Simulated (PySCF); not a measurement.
In(H)(OH)(OMe) (CH5InO2), SMILES C[O][InH][OH].

Geometry optimised at PBE-D3(BJ)/def2-SVP. The def2 effective core potentials stand for the cores of In; spin–orbit coupling is left out. The values are those of a single conformer.

Two levels are set side by side: PBE/def2-TZVP (PySCF) and HF/def2-TZVP (PySCF). Same geometry, gas phase. Differences are taken from unrounded values.

| quantity | HF | PBE | PBE minus HF |
|---|---|---|---|
| orbital gap (eV) | 12.04 | 3.66 | -8.38 |
| highest occupied level (eV) | -11.08 | -5.83 | 5.24 |
| lowest empty level (eV) | 0.96 | -2.17 | -3.14 |
| dipole moment (D) | 3.08 | 2.34 | -0.74 |
| mean polarisability (bohr³) | 49.0 | 60.3 | 11.3 |

Without exact exchange PBE keeps part of each electron's self-repulsion, which lifts occupied levels and narrows the gap. Loosely held outer electrons make PBE densities more polarisable. Differences between two approximate levels are no errors against the true value.

Rough cost on one machine, each run with all the roots and properties that it gave: HF against PBE about 1/4.
